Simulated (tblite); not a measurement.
Run record: tight-binding relaxation, `C1C(CC1)P(C=C)C`.

Computed with GFN2-xTB geometry optimisation, gas phase (tblite 0.8.0). Start geometry: from a force field or distance geometry. The input is one job of a driver script: a line of settings, then coordinates in Å.

Command:
```bash
OMP_NUM_THREADS=1 python probes_run.py task.json out
```

Input:
```
{"job": {"kind": "relax", "xc": "GFN2-xTB", "basis": "xTB"}, "charge": 0, "multiplicity": 1}
C     -2.264800    -0.620600     2.394800
C     -2.115400    -0.385400     1.069300
P     -0.523300    -0.690000     0.234900
C     -0.718300    -1.971000    -1.077900
C      0.245900     0.877100    -0.299200
C      1.193200     0.831100    -1.463100
C      2.326500     0.774700    -0.453500
C      1.380400     1.406800     0.548500
H     -3.219000    -0.439200     2.892300
H     -1.434200    -0.988600     2.952400
H     -2.954600    -0.017300     0.499200
H     -0.406100    -1.657800    -2.065300
H     -1.806700    -2.241800    -1.094800
H     -0.187900    -2.886600    -0.733800
H     -0.531400     1.676700    -0.535100
H      1.241100     1.761900    -2.063500
H      1.091000    -0.097100    -2.067600
H      3.156700     1.483600    -0.656800
H      2.684800    -0.249000    -0.190500
H      1.474800     0.922000     1.551000
H      1.358300     2.527500     0.558100
```

Output:
```
step      E/eV     max force
  0    -653.65654    4.071
  1    -654.17732    2.592
  2    -654.40016    1.243
  3    -654.53255    0.855
  4    -654.57690    0.497
  5    -654.62487    0.680
  6    -654.66413    0.642
  7    -654.70220    0.492
  8    -654.74109    0.425
  9    -654.77702    0.429
... (123 lines left out)
133    -655.15177    0.023
134    -655.15188    0.026
135    -655.15200    0.025
136    -655.15210    0.026
137    -655.15218    0.023
138    -655.15227    0.024
139    -655.15236    0.024
140    -655.15246    0.023
141    -655.15254    0.016
142    -655.15260    0.009
```

«max force» is the largest atomic force in eV/Å.

From which step on does the largest force stay under 0.1 eV/Å, and how much energy is left to gain from there?

From step 90 (0.070 eV/Å), 15.2 meV above the end.

Summary of the converged run: energy lowered by 34.5 kcal/mol over 142 steps; largest atomic force 0.009 eV/Å at the end.

Give the final coordinates.

0.832 Å rms from the input after alignment:
```
atom  x, y, z in Å
C1    -1.9793   -0.4704    2.4113
C2    -1.7951   -0.3805    1.1052
P3    -0.3672   -1.1417    0.2605
C4    -1.2509   -1.7060   -1.2682
C5     0.3210    0.4458   -0.4387
C6     1.6056    0.2701   -1.2698
C7     2.3594    1.1846   -0.2930
C8     1.1000    1.2986    0.5783
H9    -2.8154   -0.0048    2.9099
H10   -1.2937   -1.0193    3.0360
H11   -2.4944    0.1671    0.4804
H12   -1.9001   -0.9254   -1.6644
H13   -1.8456   -2.5857   -1.0286
H14   -0.5129   -1.9808   -2.0199
H15   -0.4689    0.9953   -0.9595
H16    1.5434    0.6369   -2.2932
H17    1.9789   -0.7535   -1.2874
H18    2.6803    2.1285   -0.7299
H19    3.2105    0.7191    0.1994
H20    1.1939    0.8289    1.5571
H21    0.7215    2.3102    0.7141
```
Labels such as C1 count atoms from 1, the log's own numbers from 0.
